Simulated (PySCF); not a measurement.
## Two-component Hartree-Fock for Br³⁺ (bromine, charge +3)

Start: [Ar] 3d10 4s1 4p3; 4s1/2 filled at m_j = +1/2; 4p3/2 filled at m_j = -1/2, +1/2, +3/2. Calculated with PySCF 2.14 in x2c-TZVPall-2c with one added diffuse shell each of s, p, d type (7s8p5d1f, 63 functions): generalised Hartree-Fock with the X2C-1e Hamiltonian and a Gaussian nucleus; one run each with spin-orbit coupling (SO) switched off, then screened by Boettger's factors. This is a chosen level, not necessarily the ground level.

```tsv
spinor shell	electrons	ε, spin-free (eV)	ε, screened SO (eV)	weight of nominal j (screened SO)	rms radius, screened SO (bohr)
1s1/2	2	-13597.6	-13597.2	1.000	0.0492
2s1/2	2	-1865.5	-1865.4	1.000	0.205
2p1/2	2	-1644.9	-1677.4	1.000	0.180
2p3/2	4	-1644.9	-1629.2	1.000	0.184
3s1/2	2	-316.54	-316.51	1.000	0.588
3p1/2	2	-244.62	-249.66	0.989	0.600
3p3/2	4	-244.62	-242.19	0.994	0.610
3d3/2	4	-125.11	-125.92	0.892	0.647
3d5/2	6	-125.11	-124.55	0.928	0.646
4s1/2	1	-67.362	-67.343	1.000	1.65
4p3/2	3	-48.599	-48.605	0.640	1.86
```

```csv
quantity,spin-free,screened SO
E (hartree),-2601.64414,-2601.78414
M_J,2,2
⟨J²⟩,6.001,6.001
⟨L²⟩,0.000,0.010
⟨S²⟩,6.001,5.989
```

Each row is a mean over spinors that exchange with the open shell spreads, by up to 1.913 eV (3s1/2).

Rows whose weight is well below 1 are mixtures of j = l ± 1/2: exchange outweighs spin-orbit coupling there, and the label is only the starting occupation.

Without spin-orbit coupling the j labels of p, d and f shells carry no meaning; the spin-free column gives the mean over the occupied spinors of each nl shell.
